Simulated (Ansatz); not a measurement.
`N[BH][SbH2]` + HCl → `Cl[BH][SbH2]` + NH₃ at 600 K and 1 bar (ligand exchange at a B–N bond).

Isolated molecules relaxed with PBE0-D4/def2-TZVP in Ansatz; ΔE leaves out vibrations. CBS: MP2 limit from def2 TZ/QZ plus the TZ coupled-cluster correction, frozen cores. This one scheme is used for every species. Elements past krypton have def2 core potentials. For Sb outer-core shells are correlated without core-valence functions, which leaves a few kJ/mol of doubt a bond. Each species was taken in one conformer, which may not be the lowest.

```json
{"species": "`N[BH][SbH2]`", "CCSD(T)/CBS energy (Eh)": "-322.54254", "H − E (kJ/mol)": "188.3", "S (J/(mol·K))": "381.8"}
{"species": "HCl", "CCSD(T)/CBS energy (Eh)": "-460.38127", "H − E (kJ/mol)": "35.4", "S (J/(mol·K))": "207.2"}
{"species": "`Cl[BH][SbH2]`", "CCSD(T)/CBS energy (Eh)": "-726.39723", "H − E (kJ/mol)": "113.5", "S (J/(mol·K))": "378.4"}
{"species": "NH₃", "CCSD(T)/CBS energy (Eh)": "-56.50880", "H − E (kJ/mol)": "112.4", "S (J/(mol·K))": "219.5"}
```

H − E and S are ideal-gas, rigid-rotor, harmonic terms from PBE0-D4/def2-TZVP, for one conformer and one mirror image of each species. 1 Eh = 2625.50 kJ/mol, R = 8.31446 J/(mol·K).

Task: By hand: ΔE, ΔH, ΔS and ΔG.

Result: ΔE = (-726.39723) + (-56.50880) − (-322.54254) − (-460.38127) = 0.01778 Eh = 46.7 kJ/mol. Δ(H − E) = 113.5 + 112.4 − 188.3 − 35.4 = 2.2, so ΔH = 48.9 kJ/mol. ΔS = 378.4 + 219.5 − 381.8 − 207.2 = 8.9 J/(mol·K). ΔG = 48.9 − 600 × (8.9)/1000 = 43.6 kJ/mol.

Task: By hand: the equilibrium constant, and the temperature at which ΔG would vanish if ΔH and ΔS stayed fixed.

Result: log₁₀ K = −ΔG/(RT ln 10) = -3.8. ΔG = 0 at ΔH/ΔS = 5494 K, far beyond where these terms or the molecules hold.

The number of gas molecules stays the same, so ΔS is small and ΔH decides. A doubt of 5 kJ/mol in ΔE shifts log₁₀ K by 0.4 here. Other conformers and mirror images would add mixing entropy, several J/(mol·K) or more a flexible species. These are equilibria of isolated gas molecules and say nothing of rates. Largest T1 diagnostic: 0.015 (customary marks: 0.02 for closed shells, 0.045 for open ones).
